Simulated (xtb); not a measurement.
gold atom (Au), doublet (GFN-xTB shapes and energies of metal compounds can be far from the true ones). Base run: GFN0-xTB in xtb.

Here is a job for xtb.
```
$ xtb mol.xyz --gfn 0 --uhf 1 --json

# file mol.xyz
1

Au     0.00000000     0.00000000     0.00000000
```

The base run was repeated with changes; each row names its change, and settings that it needs were set with it.

```json
[
 {"change": "base", "ΔE vs base (mEh)": "0.000"},
 {"change": "acc = 0.1", "ΔE vs base (mEh)": "0.000"},
 {"change": "etemp = 10000", "ΔE vs base (mEh)": "-29.224"},
 {"change": "etemp = 5000", "ΔE vs base (mEh)": "-3.386"},
 {"change": "acc = 1000", "ΔE vs base (mEh)": "0.000"}
]
```
